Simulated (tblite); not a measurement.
A geometry optimisation, step by step.

Species: C4H9BN2S.
Numbering: `[CH2:1]=[N:2][BH2-:3][N+:4]#[C:5][CH2:6][S:7][CH3:8]` (hydrogens: H9, H10 on C1; H11, H12 on B3; H13, H14 on C6; H15, H16, H17 on C8)
Bond orders are those of one Lewis drawing.

Computed with GFN2-xTB (tblite), gas phase: L-BFGS steps from a force-field or distance-geometry start until the largest atomic force falls under 0.01 eV/Å. 9 of its 210 geometries are shown.

Step 0: E = -636.3808 eV, largest atomic force 2.951 eV/Å
```
atom  x, y, z in Å  |  force x, y, z in eV/Å
C1     -3.144    1.620    0.028    1.917  -2.191   0.485
N2     -2.219    0.825    0.426   -1.285   1.825   0.229
B3     -1.986   -0.442   -0.368   -0.489   0.545  -0.905
N4     -0.616   -0.884   -0.175    2.346  -0.973   0.490
C5      0.477   -1.267    0.019   -1.497  -0.106  -0.054
C6      1.841   -1.759    0.223   -1.170   0.417   0.304
S7      2.905   -0.602   -0.700    0.666   0.298  -0.622
C8      2.716    0.975    0.197   -1.175  -0.656   1.369
H9     -3.676    1.287   -0.858   -0.696   0.717  -0.246
H10    -3.378    2.533    0.546   -0.024   0.008   0.035
H11    -2.152   -0.146   -1.528    0.527  -0.302  -0.178
H12    -2.791   -1.276   -0.141    0.212  -0.384   0.498
H13     2.089   -1.798    1.304   -0.076   0.130  -0.495
H14     2.004   -2.753   -0.223   -0.184   0.399   0.066
H15     1.647    0.988    0.565    0.962   0.321  -0.608
H16     3.336    0.872    1.111   -0.066   0.521  -0.678
H17     2.939    1.839   -0.438    0.034  -0.566   0.311
```

Step 26: E = -636.9079 eV, largest atomic force 0.093 eV/Å
```
atom  x, y, z in Å  |  force x, y, z in eV/Å
C1     -3.155    1.629    0.031    0.076  -0.044   0.031
N2     -2.253    0.820    0.316   -0.029   0.018  -0.051
B3     -1.986   -0.458   -0.451    0.028  -0.004   0.012
N4     -0.604   -0.888   -0.113    0.008  -0.013   0.011
C5      0.450   -1.313    0.075    0.001   0.025  -0.014
C6      1.808   -1.725    0.218   -0.037  -0.017   0.002
S7      2.897   -0.583   -0.742   -0.019   0.058   0.019
C8      2.669    0.929    0.238    0.003  -0.004  -0.014
H9     -3.848    1.550   -0.822   -0.002  -0.023   0.008
H10    -3.305    2.505    0.661    0.014   0.006   0.000
H11    -1.971   -0.355   -1.644   -0.001   0.009   0.026
H12    -2.684   -1.341   -0.053   -0.003  -0.001  -0.016
H13     2.122   -1.726    1.264   -0.006   0.016  -0.031
H14     1.962   -2.712   -0.222   -0.015  -0.003   0.023
H15     1.618    1.036    0.494    0.019   0.011  -0.013
H16     3.293    0.886    1.128   -0.054  -0.005  -0.003
H17     2.978    1.760   -0.390    0.017  -0.029   0.009
```

Step 52: E = -636.9276 eV, largest atomic force 0.036 eV/Å
```
atom  x, y, z in Å  |  force x, y, z in eV/Å
C1     -3.080    1.620    0.075    0.029  -0.012   0.013
N2     -2.138    0.827    0.260    0.000  -0.006   0.002
B3     -1.982   -0.486   -0.480   -0.010   0.012  -0.004
N4     -0.628   -0.986   -0.129    0.013   0.005  -0.025
C5      0.439   -1.365    0.072    0.013   0.032   0.008
C6      1.813   -1.710    0.228   -0.002  -0.017   0.001
S7      2.846   -0.550   -0.770    0.000  -0.026   0.025
C8      2.601    0.953    0.213    0.003  -0.017  -0.013
H9     -3.902    1.486   -0.646   -0.005   0.007   0.009
H10    -3.126    2.537    0.662   -0.003   0.006  -0.006
H11    -1.943   -0.378   -1.670   -0.005  -0.008  -0.009
H12    -2.747   -1.319   -0.101    0.008  -0.008   0.008
H13     2.126   -1.648    1.273   -0.006   0.001  -0.011
H14     2.013   -2.708   -0.164   -0.004  -0.013  -0.007
H15     1.546    1.208    0.239   -0.010   0.000   0.001
H16     2.994    0.796    1.214   -0.016   0.019   0.014
H17     3.163    1.735   -0.285   -0.004   0.024  -0.006
```

Step 78: E = -636.9397 eV, largest atomic force 0.032 eV/Å
```
atom  x, y, z in Å  |  force x, y, z in eV/Å
C1     -2.974    1.625    0.144    0.001   0.015  -0.004
N2     -2.001    0.850    0.174    0.028   0.000   0.000
B3     -1.957   -0.487   -0.540    0.027   0.002   0.002
N4     -0.583   -0.996   -0.283    0.010  -0.013   0.002
C5      0.473   -1.369   -0.024   -0.015  -0.012   0.022
C6      1.821   -1.733    0.256   -0.007  -0.002  -0.011
S7      2.975   -0.580   -0.609    0.014  -0.008   0.000
C8      2.490    0.974    0.185    0.004   0.011  -0.012
H9     -3.918    1.454   -0.396   -0.014  -0.006   0.000
H10    -2.920    2.568    0.687    0.002   0.001   0.007
H11    -2.044   -0.413   -1.726   -0.001   0.002  -0.021
H12    -2.680   -1.304   -0.057   -0.010   0.003   0.005
H13     2.021   -1.690    1.330    0.002  -0.003  -0.015
H14     2.050   -2.726   -0.132   -0.007  -0.005   0.013
H15     1.461    1.212   -0.067   -0.026   0.004   0.008
H16     2.619    0.895    1.260    0.001  -0.016   0.017
H17     3.159    1.731   -0.210   -0.009   0.028  -0.012
```

Step 104: E = -636.9567 eV, largest atomic force 0.163 eV/Å
```
atom  x, y, z in Å  |  force x, y, z in eV/Å
C1     -2.719    1.646    0.210    0.018  -0.007  -0.013
N2     -1.723    0.950   -0.062   -0.027  -0.051  -0.005
B3     -1.846   -0.455   -0.650   -0.012   0.014  -0.004
N4     -0.540   -1.086   -0.349    0.078  -0.052   0.028
C5      0.492   -1.483   -0.029   -0.154   0.044  -0.028
C6      1.842   -1.779    0.305   -0.018  -0.014  -0.019
S7      2.902   -0.526   -0.538    0.035   0.022  -0.031
C8      2.183    0.975    0.175    0.025   0.046   0.041
H9     -3.770    1.333    0.096    0.027   0.017   0.006
H10    -2.580    2.659    0.587    0.021  -0.030  -0.006
H11    -1.921   -0.417   -1.839    0.012   0.002   0.006
H12    -2.668   -1.155   -0.141   -0.018   0.017   0.010
H13     2.002   -1.713    1.382    0.017  -0.022   0.034
H14     2.154   -2.752   -0.071    0.007  -0.024   0.000
H15     1.129    1.053   -0.084    0.008  -0.005   0.008
H16     2.322    0.959    1.254   -0.022   0.027  -0.028
H17     2.734    1.804   -0.255    0.002   0.016   0.001
```

Step 131: E = -636.9781 eV, largest atomic force 0.099 eV/Å
```
atom  x, y, z in Å  |  force x, y, z in eV/Å
C1     -2.313    1.629    0.267    0.095   0.007   0.028
N2     -1.461    0.895   -0.270   -0.042   0.049   0.051
B3     -1.812   -0.510   -0.762   -0.029  -0.062  -0.050
N4     -0.597   -1.280   -0.403    0.088  -0.011   0.031
C5      0.455   -1.587   -0.051   -0.076   0.022  -0.058
C6      1.808   -1.773    0.334    0.001  -0.067   0.015
S7      2.802   -0.391   -0.392   -0.020  -0.028  -0.045
C8      1.865    1.043    0.191    0.004   0.026   0.022
H9     -3.348    1.339    0.499   -0.021   0.009  -0.048
H10    -2.042    2.645    0.549    0.010   0.002   0.000
H11    -1.857   -0.522   -1.952   -0.032   0.007  -0.019
H12    -2.748   -1.026   -0.232    0.013  -0.016   0.014
H13     1.911   -1.766    1.420    0.030   0.019   0.052
H14     2.228   -2.690   -0.079    0.023  -0.011   0.002
H15     0.816    0.969   -0.095   -0.083  -0.006  -0.010
H16     1.973    1.142    1.268   -0.001  -0.017   0.028
H17     2.314    1.896   -0.302    0.042   0.077  -0.015
```

Step 157: E = -637.0004 eV, largest atomic force 0.066 eV/Å
```
atom  x, y, z in Å  |  force x, y, z in eV/Å
C1     -2.192    1.645    0.234   -0.001  -0.019  -0.034
N2     -1.394    0.778   -0.172   -0.036   0.041   0.038
B3     -1.836   -0.572   -0.732   -0.012  -0.025  -0.002
N4     -0.604   -1.384   -0.470   -0.013   0.013   0.005
C5      0.453   -1.647   -0.102    0.037  -0.014   0.010
C6      1.810   -1.748    0.306   -0.003  -0.006   0.006
S7      2.695   -0.334   -0.491    0.005   0.016   0.004
C8      1.786    1.061    0.229   -0.010  -0.028  -0.013
H9     -3.287    1.541    0.258    0.038   0.010  -0.002
H10    -1.808    2.600    0.594   -0.003  -0.006  -0.004
H11    -1.973   -0.530   -1.912    0.012   0.004  -0.001
H12    -2.734   -1.101   -0.156   -0.001   0.008   0.009
H13     1.902   -1.663    1.391    0.003  -0.017  -0.007
H14     2.293   -2.659   -0.048   -0.004   0.010  -0.010
H15     0.712    0.969    0.029    0.022   0.010   0.005
H16     1.991    1.111    1.296   -0.019  -0.001  -0.018
H17     2.180    1.944   -0.263   -0.015   0.004   0.013
```

Step 183: E = -637.0070 eV, largest atomic force 0.034 eV/Å
```
atom  x, y, z in Å  |  force x, y, z in eV/Å
C1     -2.189    1.692    0.172    0.019  -0.002  -0.028
N2     -1.402    0.758   -0.077   -0.016   0.018  -0.007
B3     -1.834   -0.589   -0.650   -0.031   0.011   0.000
N4     -0.599   -1.399   -0.396    0.005   0.010  -0.013
C5      0.475   -1.662   -0.080    0.020  -0.007   0.000
C6      1.850   -1.762    0.261    0.008  -0.009   0.008
S7      2.679   -0.298   -0.512   -0.007  -0.009   0.003
C8      1.740    1.050    0.252   -0.013   0.004  -0.008
H9     -3.278    1.664    0.028    0.001  -0.009   0.009
H10    -1.797    2.633    0.557    0.004  -0.009  -0.004
H11    -1.967   -0.553   -1.832    0.002  -0.004   0.017
H12    -2.730   -1.117   -0.072   -0.010  -0.006   0.006
H13     1.994   -1.735    1.343    0.006   0.014  -0.008
H14     2.328   -2.644   -0.164   -0.004  -0.006  -0.012
H15     0.666    0.947    0.052    0.010  -0.006   0.011
H16     1.942    1.068    1.319    0.001   0.011   0.009
H17     2.114    1.959   -0.210    0.005  -0.001   0.016
```

Step 209: E = -637.0166 eV, largest atomic force 0.010 eV/Å
```
atom  x, y, z in Å  |  force x, y, z in eV/Å
C1     -2.145    1.772   -0.112    0.002   0.001   0.006
N2     -1.404    0.770   -0.121   -0.002   0.004  -0.002
B3     -1.883   -0.640   -0.451   -0.002   0.002  -0.001
N4     -0.597   -1.402   -0.335   -0.006   0.000   0.002
C5      0.509   -1.653   -0.142    0.009   0.003   0.000
C6      1.908   -1.752    0.083   -0.007   0.004   0.000
S7      2.647   -0.167   -0.522   -0.005   0.000   0.002
C8      1.695    1.030    0.452    0.005   0.003   0.004
H9     -3.222    1.771   -0.332   -0.003  -0.002  -0.004
H10    -1.724    2.746    0.134    0.003  -0.005  -0.002
H11    -2.260   -0.778   -1.571    0.000   0.001   0.004
H12    -2.616   -1.091    0.372    0.002   0.001  -0.003
H13     2.133   -1.873    1.145    0.002  -0.003   0.000
H14     2.370   -2.548   -0.499    0.006   0.000  -0.001
H15     0.626    0.959    0.217    0.004  -0.001  -0.002
H16     1.883    0.864    1.510   -0.001   0.001  -0.007
H17     2.075    2.005    0.162   -0.006  -0.008   0.002
```

Question: Summarise the path.

Answer: The energy falls by 0.6358 eV from step 0 to step 209; nine tenths of that is first reached at step 101. It rises by more than 0.2 meV at step 64. The largest force goes from 2.951 to 0.010 eV/Å. Among the bonds B3–N4 changes most, from 1.453 to 1.500 Å; the atoms move by 0.875 Å rms after alignment.

What follows is the cost of the whole relaxation. On an Intel Xeon 6975P-C with one thread (shared host), this took 1.1 s of wall time.
